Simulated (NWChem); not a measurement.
System: C4H8O; SMILES C=CCCO

NWChem input:

```
start job
memory heap 200 mb stack 900 mb global 1100 mb
geometry units angstroms noautoz
  C      0.141260     2.439645     0.349555
  C     -0.264890     1.361160    -0.342289
  C      0.420524     0.026076    -0.355082
  C     -0.459411    -1.102238     0.185176
  O      0.247204    -2.320317     0.035471
  H      1.051744     2.411861     0.971940
  H     -0.413096     3.390514     0.314922
  H     -1.185767     1.437893    -0.951452
  H      0.701679    -0.250355    -1.396346
  H      1.361991     0.060059     0.232032
  H     -1.430346    -1.108184    -0.373736
  H     -0.709962    -0.885778     1.253716
  H     -0.303096    -3.028338     0.413593
end
basis spherical
  C library def2-svp
  O library def2-svp
  H library def2-svp
end
dft
  xc xwpbe 0.80 cpbe96 1.0 hfexch 1.00
  cam 0.2 cam_alpha 0.2 cam_beta 0.8
  iterations 150
  mulliken
end
task dft energy
```

Parts of the log:

```
             Northwest Computational Chemistry Package (NWChem) 7.3.0
             --------------------------------------------------------

 C1  symmetry detected

                             Geometry "geometry" -> ""
                             -------------------------

 Output coordinates in angstroms (scale by  1.889725989 to convert to a.u.)

  No.       Tag          Charge          X              Y              Z
 ---- ---------------- ---------- -------------- -------------- --------------
    1 C                    6.0000     0.13829565     2.44583542     0.34508461
    2 C                    6.0000    -0.25413554     1.36473094    -0.35057817
    3 C                    6.0000     0.42718032     0.02753843    -0.33916849
    4 C                    6.0000    -0.46930291    -1.09508564     0.18551219
    5 O                    8.0000     0.23693774    -2.31610405     0.05992960
    6 H                    1.0000     1.03312989     2.41878656     0.98979865
    7 H                    1.0000    -0.41204712     3.39816113     0.29160137
    8 H                    1.0000    -1.15953021     1.44083296    -0.98259949
    9 H                    1.0000     0.73294830    -0.25554947    -1.37167037
   10 H                    1.0000     1.35404859     0.06196502     0.27070677
   11 H                    1.0000    -1.42623442    -1.10122955    -0.39704860
   12 H                    1.0000    -0.74533481    -0.87190734     1.24636388
   13 H                    1.0000    -0.32470725    -3.02034177     0.42831014

 Effective nuclear repulsion energy (a.u.)     169.0364925323

  pbe96 is a nonlocal functional; adding pw91lda local functional.

                                 NWChem DFT Module
                                 -----------------

 Summary of "ao basis" -> "ao basis" (spherical)
 ------------------------------------------------------------------------------
       Tag                 Description            Shells   Functions and Types
 ---------------- ------------------------------  ------  ---------------------
 C                          def2-svp                 6       14   3s2p1d
 O                          def2-svp                 6       14   3s2p1d
 H                          def2-svp                 3        5   2s1p

            General Information
            -------------------
          SCF calculation type: DFT
          Wavefunction type:  closed shell.
          No. of atoms     :    13
          No. of electrons :    40
           Alpha electrons :    20
            Beta electrons :    20
          Charge           :     0
          Spin multiplicity:     1
          Use of symmetry is: off; symmetry adaption is: off
          Maximum number of iterations: 150
          AO basis - number of functions:   110
                     number of shells:    54
          Convergence on energy requested:  1.00D-06
          Convergence on density requested:  1.00D-05
          Convergence on gradient requested:  5.00D-04

              XC Information
              --------------
                     Hartree-Fock (Exact) Exchange  1.000
                     LC-wPBE(h)Exchange Functional  0.800
            Perdew 1991 LDA Correlation Functional  1.000 local
           PerdewBurkeErnz. Correlation Functional  1.000 non-local

           Range-Separation Parameters
           ---------------------------
           Alpha           :  0.20
           Beta            :  0.80
           Gamma           :  0.20
           Short-Range HF  :     F

             Grid Information
             ----------------
          Grid used for XC integration:  medium
          Radial quadrature: Mura-Knowles
          Angular quadrature: Lebedev.
          Tag              B.-S. Rad. Rad. Pts. Rad. Cut. Ang. Pts.
          ---              ---------- --------- --------- ---------
          C                   0.70       49          13.0       434
          O                   0.60       49          13.0       434
          H                   0.35       45          14.0       434
          Grid pruning is: on
          Number of quadrature shells:   605
          Spatial weights used:  Erf1

      Superposition of Atomic Density Guess
      -------------------------------------

 Sum of atomic energies:        -229.18462805

      Non-variational initial energy
      ------------------------------

 Total energy =    -232.156145
 1-e energy   =    -643.421473
 2-e energy   =     242.228835
 HOMO         =      -0.311415
 LUMO         =       0.005251

     ---------------------------------------------
      Total Density - Mulliken Population Analysis
     ---------------------------------------------

    Atom       Charge   Shell Charges
 -----------   ------   -------------------------------------------------------
    1 C    6     6.23   1.99  0.97  0.28  1.98  0.98  0.03
    2 C    6     6.14   1.99  0.97  0.27  1.91  0.96  0.04
    3 C    6     6.18   1.99  0.97  0.18  2.02  0.99  0.03
    4 C    6     5.78   1.99  0.93  0.21  1.78  0.81  0.06
    5 O    8     8.62   1.99  1.10  0.65  3.01  1.86  0.01
    6 H    1     0.90   0.66  0.21  0.02
    7 H    1     0.89   0.66  0.20  0.02
    8 H    1     0.90   0.67  0.21  0.02
    9 H    1     0.89   0.67  0.20  0.02
   10 H    1     0.91   0.67  0.21  0.02
   11 H    1     0.94   0.69  0.22  0.02
   12 H    1     0.94   0.70  0.23  0.02
   13 H    1     0.67   0.53  0.07  0.06

[...]
```

Level: LRC-wPBEh/def2-SVP. Coordinates come from a PBE-D3(BJ)/def2-SVP optimisation. Not confirmed as a minimum by frequencies.
